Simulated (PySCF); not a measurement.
Computed shifts of a molecule C₂H₇FOSi, PBE/pcSseg-1 (PySCF), GIAO, gas phase, atoms alike by connectivity averaged where their shifts nearly agree, in ppm (number of nuclei): ²⁹Si: 0.1 (1). ¹⁹F: -171.2 (1). ¹³C: 14.1 (1), 9.1 (1). ¹H: 5.16 (1), 1.78 (1), 1.25 (3), 0.94 (1), 0.78 (1). References: ²⁹Si against TMS (σ = 335.4 ppm); ¹⁷O against H2O (σ = 334.3 ppm); ¹⁹F against CFCl3 (σ = 133.6 ppm); ¹³C against TMS (σ = 182.0 ppm); ¹H against TMS (σ = 31.49 ppm), references at their B3LYP-D3(BJ)/def2-TZVP geometries, non-relativistic. The structure is a stationary point at PBE0-D3(BJ)/def2-SVP. The values are those of a single conformer.

Question: Identify the compound among the candidates.
A) OCC[SiH2]F
B) COC[SiH2]F
C) CC[SiH](O)F
D) CO[Si@H](C)F

Answer: C, CC[SiH](O)F
